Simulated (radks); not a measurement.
Charge is removed step by step from the 4d5/2 level of the tellurium ion Te2+, starting from [Kr] 4d(3/2: 4, 5/2: 6) 5s2 5p2. Method: Dirac Kohn-Sham, PBE, spin-unpolarised, spherical densities, finite nucleus; open shells fill j = l - 1/2 first; Fermi nuclear charge, rms radius 4.7423 fm; computed with a radial shooting solver on a logarithmic mesh with Libxc functionals.

| removed (e) | E - E(0) (eV) | eigenvalue (eV) | E minus straight line (eV) |
|---|---|---|---|
| 0 | 0.000 | -59.981 | 0.000 |
| 0.125 | 7.636 | -62.199 | -0.994 |
| 0.25 | 15.551 | -64.439 | -1.709 |
| 0.375 | 23.747 | -66.701 | -2.143 |
| 0.5 | 32.227 | -68.984 | -2.293 |
| 0.625 | 40.994 | -71.288 | -2.156 |
| 0.75 | 50.050 | -73.613 | -1.730 |
| 0.875 | 59.398 | -75.957 | -1.012 |
| 1 | 69.040 | -78.322 | 0.000 |

Removing the whole electron costs 69.040 eV by Delta-SCF, against 59.981 eV from minus the eigenvalue at the starting occupation. Slater's transition state (half an electron removed) gives 68.984 eV. Integrating minus the eigenvalue over the occupation (Janak's theorem) gives 69.040 eV. The mean slope of the eigenvalue, de/dn, is 18.3 eV per electron.
